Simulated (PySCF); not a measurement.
## SeF⁻: from constants to spectrum

RHF-CCSD(T) constants of SeF⁻, ¹Σ⁺ (singlet), closed shell (Se aug-pcseg-1, F aug-pcseg-1; no relativity (PySCF 2.14); masses 79.9165 and 18.9984 u):

- ωe: 528.0 cm⁻¹
- ωexe: 2.91 cm⁻¹
- Be: 0.30107 cm⁻¹
- αe: 0.00225 cm⁻¹
- De to Se + F⁻: 2.16 eV

Problem. What force constant and bond length do these constants imply?

Solution. Reduced mass μred = 15.349 u; k = 5.8918×10⁻⁷·μred·ωe² (u, cm⁻¹, mdyn/Å) = 2.52 mdyn/Å; Re = √(16.8576/(μred·Be)) (u, cm⁻¹, Å) = 1.910 Å.

Problem. Estimate the centrifugal constant D from the Kratzer relation and find the Dunham coefficient a1.

Solution. D = 4Be³/ωe² = 3.92e-07 cm⁻¹; a1 = −1 − αeωe/(6Be²) = -3.18.

Correlated steps freeze 10 core orbitals. Correlated levels converge slowly with the basis: in double zeta they bind strong bonds too weakly, by up to about 1 eV, and carry superposition errors of some tenths. For an ion De counts to the pair picked by the measured ionisation energies or electron affinities, which need not be the lowest pair at this level. Where the molecule has an RHF reference, its open-shell atoms are computed with UHF.
